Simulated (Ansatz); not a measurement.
Total energies of `SC1OC[SiH2]1`.

```xyz
11

S     0.5617   -0.8779    1.9830
C     0.5340    0.3803    0.6890
O    -0.7640    0.9024    0.3829
C    -1.1822    0.1394   -0.7728
Si    0.6116   -0.3913   -1.0474
H     0.2494   -0.0717    3.0135
H     1.1993    1.1991    0.9613
H    -1.6688    0.7954   -1.4959
H    -1.8744   -0.6595   -0.4873
H     1.3674    0.4118   -2.0431
H     0.9660   -1.8281   -1.1831
```

Total charge 0; spin multiplicity 1. All single points use the PBE0-D4/def2-TZVP geometry. It is one conformer, not always the lowest. Basis def2-TZVPP, the Gaussian-basis code of Ansatz.

RPA on PBE orbitals: Hartree–Fock energy of these orbitals -840.51644 Eh, correlation -1.45081 Eh (frozen core).

| functional | energy without D4 (Eh) | D4 term (kJ/mol) |
| --- | --- | --- |
| B3LYP | -842.80463 | -43.4 |
| r2SCANh | -842.61325 | -6.8 |

Task: Give the same for LDA (SPW92), PBE, revPBE, BLYP, r2SCAN, B97M-V, PBE0, r2SCAN0, HSE06 (plane-wave form), BHLYP, CAM-B3LYP, LC-ωPBE, ωB97X-V, ωB97M-V, B2PLYP, PBE-QIDH. (Best estimate.)

Result: Computed: 
```csv
functional,energy without D4 (Eh),D4 term (kJ/mol)
LDA (SPW92),-838.95799,–
PBE,-842.25834,-26.7
revPBE,-842.58433,-81.3
BLYP,-842.70272,-59.2
r2SCAN,-842.62525,-6.4
B97M-V,-842.56658,–
PBE0,-842.32795,-22.5
r2SCAN0,-842.59660,-7.6
HSE06 (plane-wave form),-842.30598,-21.0
BHLYP,-842.67019,-33.3
CAM-B3LYP,-842.70988,-22.9
LC-ωPBE,-842.46541,–
ωB97X-V,-842.61375,–
ωB97M-V,-842.65903,–
B2PLYP,-842.39209,–
PBE-QIDH,-842.13355,–
```

B3LYP takes the VWN-RPA correlation (the form of Gaussian; ORCA's B3LYP/G). HSE06 is the plane-wave form, built on full-range PBE exchange. The double hybrids freeze the cores in their second-order part.

LC-ωPBE has ω = 0.4 bohr⁻¹.
